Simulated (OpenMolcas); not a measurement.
**S III: CASPT2 settings compared**

* Program: OpenMolcas 26.06
* Basis: ANO-RCC-VDZ [4s3p]
* Scalar Hamiltonian: DKH2, point nucleus
* Active space: 2 electrons in 3 orbitals (3p)
* State averaging: 2S+1 = 3 even, 3 roots; 2S+1 = 1 even, 6 roots kept (CI in the orbitals of an earlier block)
* Spin-orbit coupling: RASSI with atomic mean-field integrals over the reference wave functions, term energies averaged over their components

Methods on the same reference wave functions:
A. CASSCF
B. SS-CASPT2, IPEA 0.6 Eh, real shift 0.05 Eh (closed shells correlated: 2s 2p 3s)
C. SS-CASPT2, IPEA 0 Eh, sigma1 regulariser 0.5 Eh (closed shells correlated: 3s)
D. XMS-CASPT2, IPEA 0.5 Eh, sigma1 regulariser 0.5 Eh (closed shells correlated: 3s)

Energies in cm-1 above 3s2 3p2 3P0, the measured ground level; measured values from NIST levels in Podobedova, Kelleher and Wiese, J. Phys. Chem. Ref. Data 38, 171 (2009).

```tsv
Level	A	B	C	D	Measured
3s2 3p2 3P0	0.0	0.0	0.0	0.0	0.0
3s2 3p2 3P1	256	259	260	259	299
3s2 3p2 3P2	733	736	737	736	833
3s2 3p2 1D2	14218	14180	14140	14100	11323
3s2 3p2 1S0	34788	28680	27710	28340	27161
```

Deviations, from unrounded energies. A percentage is the sum of absolute deviations over the sum of measured energies, with the sign that they share, or ± where signs differ.

| Against measurement | Levels | A | B | C | D |
| --- | --- | --- | --- | --- | --- |
| mean absolute deviation (cm-1) | 4 | 2700 | 1100 | 880 | 1000 |
| fine structure of the ground term (%) | 2 | -12.6 | -12.0 | -11.9 | -12.0 |
| other terms of the ground configuration (%) | 2 | +27.3 | +11.4 | +8.8 | +10.3 |

C lies closest to measurement on these levels and A furthest from it. The largest miss of C in the table is 3s2 3p2 1D2, by +2800 cm-1. The ranking rests on the paired levels alone, and a cruder setting can come out closer through cancelling errors.

Among B to D the level of the table that moves most is 3s2 3p2 1S0, by 970 cm-1 (lowest in C, highest in B). Moves below CASPT2's spread within the term are not significant.

From A to B the spin-free energies of the other terms of 3s2 3p2 shown, above 3P, scale by factors of 0.82 to 1.00.

The lowest spin-free term lies below A's lowest term by 0.014 hartree in B, 0.012 hartree in C, 0.013 hartree in D.

CASPT2 does not keep the components of a term degenerate, so their means are used; among the terms shown or strongly mixed into the levels shown the widest spread is 170 cm-1 (3s2 3p2 1D, D). Terms from blocks run as CI alone lack orbitals of their own. With the s shell closed, the reference lacks s² → p² mixing. Some terms miss by over 15 % even with CASPT2, which points to a basis or an active space too small for the shells correlated (holds for B; C; D). Computed and measured levels are paired by configuration, term and J; levels that our copy of the source lacks, or whose pairing is in doubt (as where it misses far off the trend of its configuration), stay unpaired and out of the deviations. Only configurations of the active space appear.
